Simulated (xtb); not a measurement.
C$_{2}$H$_{5}$S (SMILES CC[S]), doublet, at a GFN2-xTB geometry; GFN1-xTB with ALPB(dmf) (xtb 6.7.1).

The xtb input:
```
$ xtb mol.xyz --gfn 1 --uhf 1 --alpb dmf --json

# file mol.xyz
8

C      1.59120474    -0.30906457    -0.07423518
C      0.14127741    -0.74696820    -0.19413812
S     -1.00497093     0.59920090     0.15218980
H      1.79862002     0.04821331     0.93193225
H      2.24903285    -1.14856825    -0.29044018
H      1.80540898     0.49349823    -0.77641106
H     -0.08762157    -1.54584703     0.51354516
H     -0.08079833    -1.09831398    -1.20342314
```

Task: What does xtb print? Leave out banner, timings and long lists.

Result: 
```
   ID    Z sym.   atoms
    1    6 C      1, 2
    2   16 S      3
    3    1 H      4-8

           -------------------------------------------------
          |                Calculation Setup                |
           -------------------------------------------------

           -------------------------------------------------
          |                 G F N 1 - x T B                 |
           -------------------------------------------------

      * Solvation model:               ALPB
        Solvent                        dmf
        Parameter file                 internal GFN1-xTB/ALPB
        Dielectric constant                3.7000E+01
        Reference state                gsolv [1 M gas/solution]
        Free energy shift                  7.9351E-03 Eh       4.9794E+00 kcal/mol
        Temperature                        2.9815E+02 K
        Density                            9.5000E-01 kg/L
        Solvent mass                       7.3100E+01 g/mol
        Interaction kernel             P16
        Born radius scaling (c1)           1.8847E+00
        Born radii integrator          GBOBC
        Born offset                        0.0000E+00 a0       0.0000E+00 AA
        H-bond correction              true
        Ion screening                  false
        Surface tension                    1.0000E-05 Eh       1.5569E+01 dyn/cm
        Grid points                               230 per atom

          ...................................................
          :                      SETUP                      :
          :.................................................:
          :  # basis functions                  28          :
          :  # atomic orbitals                  27          :
          :  # shells                           17          :
          :  # electrons                        19          :
          :  # halogen bonds                     0          :
          :  max. iterations                   250          :
          :  Hamiltonian                  GFN1-xTB          :
          :  restarted?                      false          :
          :  GBSA solvation                   true          :
          :  PC potential                    false          :
          :  electronic temp.          300.0000000     K    :
          :  accuracy                    1.0000000          :
          :  -> integral cutoff          0.2500000E+02      :
          :  -> integral neglect         0.1000000E-07      :
          :  -> SCF convergence          0.1000000E-05 Eh   :
          :  -> wf. convergence          0.2000000E-04 e    :
          :  Broyden damping             0.4000000          :
          :  net charge                          0          :
          :  unpaired electrons                  1          :
          ...................................................

 iter      E             dE          RMSdq      gap      omega  full diag
   1    -10.6505268 -0.106505E+02  0.701E+00    6.10       0.0  T
   2    -10.6569470 -0.642014E-02  0.427E+00    6.09       1.0  T
   3    -10.6574620 -0.515005E-03  0.375E-01    6.15       1.0  T
   4    -10.6577787 -0.316684E-03  0.736E-02    6.13       1.0  T
   5    -10.6577895 -0.108602E-04  0.807E-03    6.13       4.4  T
   6    -10.6577896 -0.641222E-07  0.180E-03    6.13      19.6  T
   7    -10.6577896 -0.163176E-07  0.133E-04    6.13     266.5  T
   8    -10.6577896 -0.291820E-10  0.551E-05    6.13     641.1  T

   *** convergence criteria satisfied after 8 iterations ***

         :::::::::::::::::::::::::::::::::::::::::::::::::::::
         ::                     SUMMARY                     ::
         :::::::::::::::::::::::::::::::::::::::::::::::::::::
         :: total energy             -10.555084230804 Eh    ::
         :: total w/o Gsasa/hb       -10.550086761731 Eh    ::
         :: gradient norm              0.011698103649 Eh/a0 ::
         :: HOMO-LUMO gap              6.130361858674 eV    ::
         ::.................................................::
         :: SCC energy               -10.657789607366 Eh    ::
         :: -> electrostatic           0.004380278503 Eh    ::
         :: -> Gsolv                  -0.005839089243 Eh    ::
         ::    -> Gelec               -0.000841620171 Eh    ::
         ::    -> Gsasa               -0.012453944144 Eh    ::
         ::    -> Ghb                 -0.000478657184 Eh    ::
         ::    -> Gshift               0.007935132256 Eh    ::
         :: repulsion energy           0.104772140892 Eh    ::
         :: dispersion energy         -0.002066764329 Eh    ::
         :: halogen bond corr.         0.000000000000 Eh    ::
         :: add. restraining           0.000000000000 Eh    ::
         :: total charge               0.000000000000 e     ::
         :::::::::::::::::::::::::::::::::::::::::::::::::::::

           -------------------------------------------------
          |                Property Printout                |
           -------------------------------------------------

    * Orbital Energies and Occupations

         #    Occupation            Energy/Eh            Energy/eV
      -------------------------------------------------------------
         1        2.0000           -0.8445167             -22.9805
         2        2.0000           -0.6502187             -17.6934
         3        2.0000           -0.6113332             -16.6352
         4        2.0000           -0.5553240             -15.1111
         5        2.0000           -0.5382532             -14.6466
         6        2.0000           -0.5102392             -13.8843
         7        2.0000           -0.4918709             -13.3845
         8        2.0000           -0.4725885             -12.8598
         9        1.7545           -0.3967716             -10.7967
        10        1.2455           -0.3946385             -10.7387 (HOMO)
        11                         -0.1693519              -4.6083 (LUMO)
        12                         -0.1228073              -3.3418
        13                         -0.0954320              -2.5968
        14                         -0.0775831              -2.1111
        15                         -0.0570523              -1.5525
        16                         -0.0482814              -1.3138
        17                         -0.0236139              -0.6426
        18                         -0.0200355              -0.5452
        19                         -0.0166261              -0.4524
        20                         -0.0107709              -0.2931
        21                          0.1369897               3.7277
       ...                                ...                  ...
        27                          0.4571315              12.4392
      -------------------------------------------------------------
                  HL-Gap            0.2252867 Eh            6.1304 eV
             Fermi-level           -0.3388502 Eh           -9.2206 eV

  Mulliken/CM5 charges         n(s)   n(p)   n(d)
     1C    -0.09303 -0.24270   1.011  3.082  0.000
     2C     0.02539 -0.06857   1.034  2.940  0.000
     3S    -0.13645 -0.16208   1.961  4.179 -0.004
     4H     0.03562  0.08827   0.964  0.000  0.000
     5H     0.03842  0.09008   0.962  0.000  0.000
     6H     0.03559  0.08824   0.964  0.000  0.000
     7H     0.04724  0.10339   0.953  0.000  0.000
     8H     0.04723  0.10338   0.953  0.000  0.000

Wiberg/Mayer (AO) data.
largest (>0.10) Wiberg bond orders for each atom

 ---------------------------------------------------------------------------
     #   Z sym  total        # sym  WBO       # sym  WBO       # sym  WBO
 ---------------------------------------------------------------------------
     1   6 C    3.981 --     2 C    1.014     6 H    0.987     4 H    0.987
                             5 H    0.982
     2   6 C    3.971 --     3 S    1.043     1 C    1.014     8 H    0.956
                             7 H    0.956
     3  16 S    1.138 --     2 C    1.043
     4   1 H    1.009 --     1 C    0.987
     5   1 H    1.003 --     1 C    0.982
     6   1 H    1.009 --     1 C    0.987
     7   1 H    0.997 --     2 C    0.956
     8   1 H    0.997 --     2 C    0.956
 ---------------------------------------------------------------------------

Topologies differ in total number of bonds
Writing topology from bond orders to xtbtopo.mol

 dipole moment from electron density (au)
     X       Y       Z
   0.4561  -0.5519  -0.1420  total (Debye):    1.855

           -------------------------------------------------
          | TOTAL ENERGY              -10.555084230804 Eh   |
          | GRADIENT NORM               0.011698103649 Eh/α |
          | HOMO-LUMO GAP               6.130361858674 eV   |
           -------------------------------------------------

normal termination of xtb
```
